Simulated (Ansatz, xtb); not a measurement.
## Ranking isomers of C2H6Br2Si

3 gas-phase structures of C2H6Br2Si, from a drawn sample of its isomers (lower ones may exist). Each was relaxed with GFN2-xTB; where two conformers were screened, the lower at r2SCAN-D4/def2-SVP is listed:

A. `C[Si](C)(Br)Br`, a singlet
B. `C[Si@@H](Br)CBr`, a singlet
C. `BrC[SiH2]CBr`, a singlet

**Question.** Which do you expect lowest at r2SCAN-D4/def2-SVP, and how would the others follow?

**Answer.** Calculated order at r2SCAN-D4/def2-SVP: A (0.0), B (39.3), C (80.5) kcal/mol.

Energies above the lowest of each column, in kcal/mol; the last columns are at B3LYP-D3(BJ)/def2-SVP geometries:

```
structure  GFN2-xTB  HF/STO-3G  r2SCAN-D4/def2-SVP  B3LYP-D3(BJ)/def2-SVP  CCSD(T)/def2-SVP + ΔMP2/def2-TZVPP
        A       0.0        0.0                 0.0                    0.0                                 0.0
        B      26.3       35.9                39.3                   37.4                                37.8
        C      58.8       72.9                80.5                   76.5                                77.5
```

Every level run on A puts it lowest or level with the lowest. Flexible structures stand in one conformer each, not always the lowest. ΔMP2 is the change of the MP2 energy from the smaller to the larger basis.

Programs: Ansatz 0.2.0, xtb 6.7.1.
